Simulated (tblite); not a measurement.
C2H7NSSi2.
Geometry (GFN2-xTB, Å), atoms numbered from 1 in this order:
```
atom  x, y, z in Å
N1     2.6541    1.8987   -0.0837
C2     2.3178    0.8041   -0.0476
Si3    1.7624   -0.9811   -0.0161
S4     0.0199   -1.2598   -1.2201
C5    -1.3556   -0.7592   -0.1169
Si6   -1.5140    1.1330    0.0843
H7     1.4504   -1.2950    1.3740
H8     2.7925   -1.7805   -0.6553
H9    -2.2403   -1.1738   -0.5966
H10   -1.2217   -1.2765    0.8318
H11   -1.5794    1.7305   -1.2448
H12   -2.7441    1.3545    0.8453
H13   -0.3463    1.6057    0.8281
```

Computed values, GFN2-xTB/tblite, gas phase, harmonic and unscaled. Against measured fundamentals such values can be off by several per cent, at times by over 20. Modes of hydrogen on silicon can be 10 to 20 % off. One conformer, not necessarily the lowest.

Harmonic wavenumbers (cm⁻¹): 30.5, 47.0, 98.7, 125.4, 162.3, 210.6, 252.0, 329.1, 466.0, 495.7, 509.5, 527.3, 595.1, 627.3, 666.0, 703.0, 713.4, 728.5, 762.7, 771.7, 780.5, 790.1, 1077.1, 1175.8, 1438.8, 2272.1, 2279.0, 2296.5, 2317.0, 2347.2, 2363.6, 2978.9, 3001.7.

A = 2139, B = 1359, C = 919.8 MHz; mass 132.984 u (most abundant isotopes); point group C1, symmetry number 1.

Problem. What is the zero-point energy?

Solution. Half the sum of the wavenumbers: 16970 cm⁻¹ = 203.01 kJ/mol.

Problem. What is S at 350 K and 1 bar for an ideal gas of classical rigid rotors and harmonic oscillators?

Solution. Translation 173.18, rotation 124.07, vibration 148.18: S = 445.4 J/(mol K).

Problem. And Cp and H(350 K) − H(0)?

Solution. Cp = 167.70 J/(mol K), of which vibrations give 134.44 (their classical limit is 33 R = 274.4); H(350 K) − H(0) = 37.22 kJ/mol without the zero-point energy, 25.58 from vibrations.

Problem. What must be added to the electronic energy to get the Gibbs energy at 350 K and 1 bar?

Solution. ZPE + [H(350 K) − H(0)] − T·S = 203.01 + 37.22 − 155.90 = 84.33 kJ/mol.

Problem. Which modes carry the vibrational entropy at 350 K?

Solution. 30.5 cm⁻¹: 25.58; 47.0 cm⁻¹: 22.00; 98.7 cm⁻¹: 15.87; 125.4 cm⁻¹: 13.92; 162.3 cm⁻¹: 11.83; 210.6 cm⁻¹: 9.77 J/(mol K); the other 27 give 49.21 together.

Problem. How do the functions run with temperature in this model?

Solution. 
```json
{"T (K)": "100", "S (J/(mol K))": "299.4", "Cp (J/(mol K))": "78.8", "H − H(0) (kJ/mol)": "5.72", "G − H(0) (kJ/mol)": "-24.22", "ln q(vib)": "2.39"}
{"T (K)": "200", "S (J/(mol K))": "365.7", "Cp (J/(mol K))": "117.9", "H − H(0) (kJ/mol)": "15.51", "G − H(0) (kJ/mol)": "-57.64", "ln q(vib)": "5.15"}
{"T (K)": "300", "S (J/(mol K))": "420.7", "Cp (J/(mol K))": "153.7", "H − H(0) (kJ/mol)": "29.18", "G − H(0) (kJ/mol)": "-97.02", "ln q(vib)": "7.76"}
{"T (K)": "500", "S (J/(mol K))": "510.8", "Cp (J/(mol K))": "198.3", "H − H(0) (kJ/mol)": "64.84", "G − H(0) (kJ/mol)": "-190.55", "ln q(vib)": "12.66"}
{"T (K)": "800", "S (J/(mol K))": "612.9", "Cp (J/(mol K))": "235.8", "H − H(0) (kJ/mol)": "130.46", "G − H(0) (kJ/mol)": "-359.86", "ln q(vib)": "19.04"}
{"T (K)": "1000", "S (J/(mol K))": "667.4", "Cp (J/(mol K))": "252.3", "H − H(0) (kJ/mol)": "179.36", "G − H(0) (kJ/mol)": "-488.03", "ln q(vib)": "22.75"}
```

q(vib) and H(0) count from the zero-point level.

Hindered rotation and anharmonicity are outside this model. Other conformers, if any are populated, would add a mixing term that is left out. The structure is chiral; the term R ln 2 for an equal mix with its mirror image is left out.
